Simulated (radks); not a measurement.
Results of a calculation; reference values are marked as such.
Q: Radial electron density D(r) = 4 pi r^2 rho(r) of an atom or ion with 66 electrons. Code: a radial shooting solver on a logarithmic mesh with Libxc functionals. Model: Dirac Kohn-Sham, PBE, spin-unpolarised, spherical densities, point nucleus.

r (bohr),D(r) (e/bohr)
0.002973,27.47
0.003461,33.46
0.00403,40.32
0.004729,48.40
0.005505,56.72
0.006409,65.35
0.007521,74.30
0.008755,82.04
0.01019,88.36
0.01196,92.76
0.01392,94.31
0.01621,93.25
0.01902,89.94
0.02215,86.08
0.02578,83.45
0.03026,84.19
0.03522,89.57
0.041,99.13
0.04812,111.0
0.05602,119.6
0.06521,121.5
0.07653,115.0
0.08909,103.8
0.1037,94.59
0.1207,93.32
0.1417,100.8
0.165,108.5
0.192,106.6
0.2254,90.21
0.2623,68.32
0.3054,52.95
0.3584,50.89
0.4172,56.96
0.4857,59.94
0.57,53.44
0.6636,40.98
0.7725,28.70
0.9066,19.89
1.055,15.07
1.229,11.74
1.442,8.434
1.679,5.424
1.954,3.023
2.293,1.463
2.67,0.7678
3.108,0.5078
3.618,0.3985
4.246,0.2866
4.943,0.1693
5.754,0.07751
6.753,0.02471
7.861,0.005826
9.152,0.0009227

What is the nuclear charge?

A: Z = 68. The innermost maximum, from 1s, lies near gamma/Z bohr with gamma = sqrt(1 - (Z/c)^2) = 0.868, here 0.0128 bohr (found: 0.0140), and its height grows with Z. The density is that of the erbium ion Er2+ in [Kr] 4d10 4f12 5s2 5p5 6p1; the configuration itself is not fixed sharply by these data, and Z only to a few units. D(r) has 4 maxima, at r = 0.0140, 0.0627, 0.174, 0.474 bohr, and minima at 0.0273, 0.114, 0.339 bohr, inside which lie 2.02, 11.16, 29.67 electrons.
